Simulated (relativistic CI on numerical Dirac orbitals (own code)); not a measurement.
## Cl²⁺: sensitivity of the levels to the model

Base calculation: Dirac-Coulomb-Breit CI, separate exchange-only KLI orbitals for each configuration, model QED, valence Slater integrals scaled by 0.85, P86 correlation energy added to each configuration.

Configurations in the expansion (outside the closed core [Ne]): 3s2.3p3, 3s.3p4, 3s2.3p2.3d, 3p5, 3s.3p3.3d, 3s2.3p2.4s, 3s2.3p2.4p, 3s2.3p2.4d, 3s2.3p2.5s, 3s2.3p2.4f, 3s2.3p2.5p, 3s2.3p.3d.4p, 3s2.3p.3d2, 3s2.3d3, 3s.3p.3d3, 3s2.3d2.4s, 3s2.3d2.4p, 3s2.3d2.4d, 3p3.3d2, 3p2.3d3, 3p2.3d2.4s, 3p2.3d2.4p, 3p2.3d2.4d, 3s2.3p.3d.4s, 3s.3p.3d2.4s, 3s2.3d.4s2, 3s2.3d.4s.4p, 3s2.3d.4s.4d, 3s2.3p.4s2, 3s.3p.3d.4s2, 3s2.4s2.4p, 3s2.4s2.4d. Double excitations out of closed p, d and f shells are left out; levels of such configurations are missing from the list, as are those of other unlisted configurations, and high levels can miss mixing partners. These lack a partner that the ground configuration has and come out too high: 3s2.3p2.5s, 3s2.3p2.4f, 3s2.3p2.5p.

The lowest level and the first level of each name with at least 55 % of one term (blank where a level has no safe partner in the second run):

```csv
Level,Base (cm⁻¹),Shift (cm⁻¹)
3s2.3p3 4S°_3/2,0.0,0.0
3s2.3p3 2D°_3/2,18340.5,-0.3
3s2.3p3 2D°_5/2,18409.6,-0.3
3s2.3p3 2P°_1/2,28975.6,+2.6
3s2.3p3 2P°_3/2,29069.4,+2.6
3s.3p4 4P_5/2,108545.3,+23.3
3s.3p4 4P_3/2,109156.5,+23.4
3s.3p4 4P_1/2,109502.0,+23.5
3s.3p4 2D_3/2,133692.4,+62.5
3s.3p4 2D_5/2,133734.4,+62.6
3s2.3p2.3d 2P_3/2,149578.8,+141.1
3s2.3p2.3d 2P_1/2,150280.2,+140.9
3s2.3p2.3d 4F_3/2,157715.4,+197.2
3s2.3p2.3d 4F_5/2,157942.7,+197.3
3s2.3p2.3d 4F_7/2,158266.8,+197.4
3s.3p4 2S_1/2,158457.6,+49.5
3s2.3p2.3d 4F_9/2,158691.5,+197.5
3s2.3p2.3d 4D_1/2,163998.4,+190.4
3s2.3p2.3d 4D_3/2,164063.4,+190.5
3s2.3p2.3d 4D_5/2,164133.9,+190.7
3s2.3p2.3d 4D_7/2,164227.9,+191.0
3s2.3p2.3d 2F_5/2,165417.5,+196.1
```

For a near-neutral ion this model can misplace configurations by up to about 10,000 cm⁻¹ (more where the count of f electrons changes) and terms by 10 to 25 % of their spread. Rates follow the energies as ν³ (E1, M1) or ν⁵ (E2), so they and the lifetimes can be off by large factors. The fine structure of a lone outer electron comes out too small, for d and f at times inverted, and misplaced configurations move strength between like terms. 54 of the 54 excited levels that our extract of the measured tables holds in this range could be paired (the sources list more); they are missed by 10603 cm⁻¹ on average and 13195 at most, and levels without a partner can miss by more.

**Question.** One thing was changed in a second run, which moved the levels as shown. Which?
A. Breit term removed
B. no correlation estimate
C. self-excluded LDA correlation estimate
D. configuration mixing switched off
E. QED terms removed

**Answer.** C. Self-excluded LDA correlation estimate. A correlation estimate moves all levels of a configuration together before mixing; mixed levels move by a weighted share.
